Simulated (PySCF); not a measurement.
From one molecule to another.

First species: C4H10O2Si2.
InChI=1S/C4H10O2Si2/c1-3-8(5)4(2)6-7/h3,5,8H,1-2H2,7H3/t8-/m1/s1

Second species: C4H14NOPSi2.
InChI=1S/C4H14NOPSi2/c1-5-8(7)6-9(2,3)4/h8H,1,7H2,2-4H3/t8-/m0/s1

Levels: PBE0/pcSseg-1 for dipole moment, HOMO energy, LUMO energy and HOMO–LUMO gap; GFN2-xTB for rotational constant A and rotational constant C. Geometries: GFN2-xTB. All species are isolated and taken at one optimised geometry, non-relativistic unless stated. Electronic properties by PySCF.

The conformers computed, where there is a choice (atom-mapped SMILES and torsion angles):
- `[CH2:1]=[CH:2][Si@@H:3]([OH:4])[C:5](=[CH2:6])[O:7][SiH3:8]`: C1–C2–Si3–O4 0°, C2–Si3–C5–C6 70°, Si3–C5–O7–Si8 177°, H–O4–Si3–C2 111°
- `[CH2:1]=[N:2][Si@H:3]([PH2:4])[O:5][Si:6]([CH3:7])([CH3:8])[CH3:9]`: C1–N2–Si3–P4 109°, N2–Si3–O5–Si6 91°, Si3–O5–Si6–C7 179°, H–P4–Si3–N2 59°, H–P4–Si3–N2 151°

| property | column X | column Y |
| --- | --- | --- |
| dipole moment | 1.56 D | 1.95 D |
| HOMO energy | -7.09 eV | -7.17 eV |
| LUMO energy | -0.92 eV | -0.38 eV |
| HOMO–LUMO gap | 6.17 eV | 6.79 eV |
| rotational constant A | 1.235 GHz | 2.411 GHz |
| rotational constant C | 0.551 GHz | 0.704 GHz |

**Question.** Which column belongs to which species?

**Answer.** Column X is the second species and column Y the first. The first has 18 atoms and 78 electrons, the second 23 and 96.

**Question.** How does each property change from the first species to the second?

**Answer.** dipole moment -0.39 D; HOMO energy +0.08 eV; LUMO energy -0.54 eV; HOMO–LUMO gap -0.62 eV; rotational constant A -1.176 GHz; rotational constant C -0.153 GHz.

On the first: The dipole matches unit charges of opposite sign 0.41 Å apart (1 e·Å = 4.8032 D). A dipole of 1.95 D is allowed in C1, and pure rotational transitions are dipole-allowed.

On the second: In atomic units the dipole is 0.61 e·bohr (1 au = 2.5417 D).
